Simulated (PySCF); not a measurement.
Gas-phase reaction: 2 CH3GeH3 + 6 C3H7 (n-propyl) = 2 Ge(CH3)4 + 3 C4H10 (n-butane)

Method: PySCF energies plus ideal-gas RRHO corrections (1 bar). S°(298 K) at PBE0/def2-TZVP differs from the NASA 1993 table for C4H10 (n-butane) (-9 J/mol/K); whether the harmonic model or the table's entry is off was not settled. † marks an energy on the PBE0/def2-TZVP geometry and frequencies; other levels use their own. MP2 and CCSD(T) freeze the core. 6-31G* has spherical d functions here. Open shells (unrestricted): C3H7 (n-propyl) (multiplicity 2); the rest are closed-shell singlets. Ge: all electrons, no relativistic terms. No R ln 2 is added for the mirror-image form of C3H7 (n-propyl). MP2 isn't extrapolated to the basis-set limit; its ΔH°(298 K) is -1283.2 kJ in def2-SVP and -1368.4 kJ in def2-TZVPP. CCSD(T) isn't extrapolated to the basis-set limit. The harmonic model lacks anharmonicity and excited electronic states, which grow with temperature; levels with a mode under 35 cm⁻¹ are left out. Internal rotation in CH3GeH3, C3H7 (n-propyl), Ge(CH3)4, C4H10 (n-butane) is treated as a harmonic vibration of one conformer, which makes the entropy rough.

```csv
level,"ΔE electronic, kJ","ΔH°(298 K), kJ","ΔS°(298 K), J/K","ΔG°(600 K), kJ"
BLYP/def2-TZVP†,-1216,-1122,-611,-755
CCSD(T)/def2-SVP†,-1301,-1208,-611,-841
HF/6-31G*,-942,-840,-602,-478
HF/def2-TZVP†,-938,-845,-611,-478
M06-2X/def2-TZVP†,-1392,-1299,-611,-932
MP2/def2-SVP†,-1377,-1283,-611,-916
PBE/def2-SVP,-1303,-1211,-603,-848
PBE/def2-TZVP†,-1301,-1208,-611,-840
PBE0/def2-SVP†,-1296,-1203,-611,-836
PBE0/def2-TZVP,-1295,-1202,-611,-835
```
ΔH° is lowest at M06-2X/def2-TZVP† and highest at HF/6-31G*. No reference value is set beside these.
